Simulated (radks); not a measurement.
Ionisation of the chromium ion Cr+, [Ar] 3d5, to [Ar] 3d4 as the strength of local exchange is varied. All-electron calculation, scalar-relativistic Kohn-Sham, Slater X-alpha exchange (alpha = 2/3 is LDA exchange), no correlation, spin-polarised, spherical densities, finite nucleus; open shells are filled with parallel spins first; Fermi nuclear charge, rms radius 3.6452 fm. Program: a radial shooting solver on a logarithmic mesh with Libxc functionals.

alpha,E(Cr+) (hartree),exchange (hartree),IE (eV),-e of the level emptied (eV),<r> of it (bohr)
0.561,-1039.41395,-37.28304,14.694,8.901 (3d),1.480
0.667,-1046.48811,-44.65157,16.437,10.273 (3d),1.406
0.977,-1067.47124,-66.78197,22.410,15.225 (3d),1.235
1.022,-1070.55342,-70.06526,23.385,16.063 (3d),1.215
1.027,-1070.89645,-70.43116,23.495,16.158 (3d),1.212

NIST Atomic Spectra Database: 16.486 eV (measured). The Delta-SCF value meets it near alpha = 0.67. Open shells are spherical and high-spin; term and fine-structure splittings are not resolved.
